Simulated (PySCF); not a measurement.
F$_{3}$Fe (SMILES [F][Fe]([F])[F]), sextet, geometry from GFN2-xTB (such geometries of metal compounds can be far from the true shape); R2SCAN/6-31G in PySCF.

Input for PySCF:
```python
from pyscf import gto, scf, dft

mol = gto.M(
    atom='''
Fe    0.084720   -0.138893   -0.361811
F    -1.483611   -0.754423    0.361071
F    -0.085927    1.682882   -0.247294
F     1.324791   -0.527211    0.931454
''',
    basis='6-31g',
    charge=0,
    spin=5,
    verbose=4,
)

mf = dft.UKS(mol)
mf.xc = 'r2scan'
mf.diis_space = 4
mf.kernel()
```

What does PySCF print? Leave out banner, timings and long lists.


```
PySCF version 2.14.0

[INPUT] verbose = 4
[INPUT] num. atoms = 4
[INPUT] num. electrons = 53
[INPUT] charge = 0
[INPUT] spin (= nelec alpha-beta = 2S) = 5
[INPUT] symmetry False subgroup None
[INPUT] Mole.unit = angstrom
[INPUT] Symbol           X                Y                Z      unit          X                Y                Z       unit  Magmom
[INPUT]  1 Fe     0.084720000000  -0.138893000000  -0.361811000000 AA    0.160097597273  -0.262469730619  -0.683723698855 Bohr   0.0
[INPUT]  2 F     -1.483611000000  -0.754423000000   0.361071000000 AA   -2.803618465392  -1.425652852073   0.682325301523 Bohr   0.0
[INPUT]  3 F     -0.085927000000   1.682882000000  -0.247294000000 AA   -0.162378496706   3.180186079960  -0.467317932248 Bohr   0.0
[INPUT]  4 F      1.324791000000  -0.527211000000   0.931454000000 AA    2.503492162289  -0.996284399858   1.760192957631 Bohr   0.0

nuclear repulsion = 247.358271572507
number of shells = 26
number of NR pGTOs = 156
number of NR cGTOs = 54
basis = 6-31g
ecp = {}

******** <class 'pyscf.dft.uks.UKS'> ********
method = UKS
initial guess = minao
damping factor = 0
level_shift factor = 0
DIIS = <class 'pyscf.scf.diis.CDIIS'>
diis_start_cycle = 1
diis_space = 4
diis_damp = 0
SCF conv_tol = 1e-09
SCF conv_tol_grad = None
SCF max_cycles = 50
direct_scf = True
direct_scf_tol = 1e-13
number electrons alpha = 29  beta = 24
XC library pyscf.dft.libxc version 7.1.2
    S. Lehtola, C. Steigemann, M. J. T. Oliveira, and M. A. L. Marques,  SoftwareX 7, 1–5 (2018)
XC functionals = r2scan
    J. W. Furness, A. D. Kaplan, J. Ning, J. P. Perdew, and J. Sun,  J. Phys. Chem. Lett. 11, 8208–8215 (2020)
    J. W. Furness, A. D. Kaplan, J. Ning, J. P. Perdew, and J. Sun,  J. Phys. Chem. Lett. 11, 9248–9248 (2020)
    J. W. Furness, A. D. Kaplan, J. Ning, J. P. Perdew, and J. Sun,  J. Phys. Chem. Lett. 11, 8208–8215 (2020)
    J. W. Furness, A. D. Kaplan, J. Ning, J. P. Perdew, and J. Sun,  J. Phys. Chem. Lett. 11, 9248–9248 (2020)
radial grids:
    Treutler-Ahlrichs [JCP 102, 346 (1995); DOI:10.1063/1.469408] (M4) radial grids

becke partition: Becke, JCP 88, 2547 (1988); DOI:10.1063/1.454033
pruning grids: <function nwchem_prune>
grids dens level: 3
symmetrized grids: False
atomic radii adjust function: <function treutler_atomic_radii_adjust>
small_rho_cutoff = 0
Set gradient conv threshold to 3.16228e-05
tot grids = 63696
init E= -1561.79728604602

cycle= 1 E= -1550.24901793806  delta_E= 11.5  |g|= 3.26  |ddm|= 8.42

cycle= 2 E= -1500.91464536043  delta_E= 49.3  |g|= 8.79  |ddm|= 10.3

cycle= 3 E= -1547.29315151353  delta_E= -46.4  |g|= 5.71  |ddm|= 6.99
cycle= 4 E= -1550.41944195491  delta_E= -3.13  |g|= 5.37  |ddm|= 0.713
cycle= 5 E= -1551.35064537839  delta_E= -0.931  |g|= 5.06  |ddm|= 1.15

cycle= 6 E= -1535.50031373871  delta_E= 15.9  |g|= 7.11  |ddm|= 7.62
cycle= 7 E= -1559.68333616561  delta_E= -24.2  |g|= 3.12  |ddm|= 7.39

cycle= 8 E= -1561.97096799839  delta_E= -2.29  |g|=  1.6  |ddm|= 2.03
cycle= 9 E= -1562.92645297231  delta_E= -0.955  |g|= 0.368  |ddm|= 1.03
cycle= 10 E= -1562.23436944325  delta_E= 0.692  |g|= 1.43  |ddm|= 1.02
cycle= 11 E= -1562.97021818301  delta_E= -0.736  |g|= 0.169  |ddm|= 0.805
cycle= 12 E= -1562.96944383785  delta_E= 0.000774  |g|= 0.175  |ddm|= 0.234
cycle= 13 E= -1562.98034933788  delta_E= -0.0109  |g|= 0.0639  |ddm|= 0.128
cycle= 14 E= -1562.98085509812  delta_E= -0.000506  |g|= 0.0547  |ddm|= 0.0686
cycle= 15 E= -1562.98164838343  delta_E= -0.000793  |g|= 0.0282  |ddm|= 0.0398
cycle= 16 E= -1562.98186601944  delta_E= -0.000218  |g|= 0.0161  |ddm|= 0.0255
cycle= 17 E= -1562.98195681739  delta_E= -9.08e-05  |g|= 0.00391  |ddm|= 0.0118
cycle= 18 E= -1562.98194907775  delta_E= 7.74e-06  |g|= 0.00598  |ddm|= 0.00645
cycle= 19 E= -1562.98196306271  delta_E= -1.4e-05  |g|= 0.000519  |ddm|= 0.00437
cycle= 20 E= -1562.98196310477  delta_E= -4.21e-08  |g|= 0.000493  |ddm|= 0.000608
cycle= 21 E= -1562.98196316865  delta_E= -6.39e-08  |g|= 0.000239  |ddm|= 0.00035
cycle= 22 E= -1562.98196319343  delta_E= -2.48e-08  |g|= 5.62e-05  |ddm|= 0.0002
cycle= 23 E= -1562.98196319431  delta_E= -8.83e-10  |g|= 4.22e-05  |ddm|= 6.4e-05
cycle= 24 E= -1562.98196319492  delta_E= -6.04e-10  |g|= 2.12e-05  |ddm|= 4.05e-05
Extra cycle  E= -1562.98196319351  delta_E= 1.41e-09  |g|= 6.23e-05  |ddm|= 5.98e-05
converged SCF energy = -1562.98196319351  <S^2> = 8.7552955  2S+1 = 6.0017649
```
